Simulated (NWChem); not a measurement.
System: CH₆FNSi; SMILES CN[SiH2]F

The following NWChem deck was run.

```
start job
memory heap 200 mb stack 900 mb global 1100 mb
geometry units angstroms noautoz
  Si    -0.479409    -0.691446    -0.134466
  F      0.752921    -1.684677     0.223749
  N     -0.310212     0.915854     0.425898
  C      0.524564     1.946170    -0.185629
  H     -0.557356    -0.642639    -1.613812
  H     -1.682147    -1.259198     0.519874
  H     -0.562947     1.116217     1.386925
  H      0.031111     2.925217    -0.146608
  H      1.511850     2.039620     0.288757
  H      0.682862     1.699101    -1.240513
end
basis spherical
  * library def2-tzvp
end
dft
  xc slater vwn_5
  iterations 150
  mulliken
end
task dft energy
```

Structure relaxed at the B3LYP/6-31G* (spherical d) level.

Question: Give the results of this calculation. (LDA (Slater exchange, VWN5)/def2-TZVP.) Quantities: energy (Ha); highest occupied level (eV); orbital gap (eV); dipole (D).

Answer: 
```yaml
energy (Ha): -483.34
highest occupied level (eV): -6.09
orbital gap (eV): 5.73
dipole (D): 2.15
```
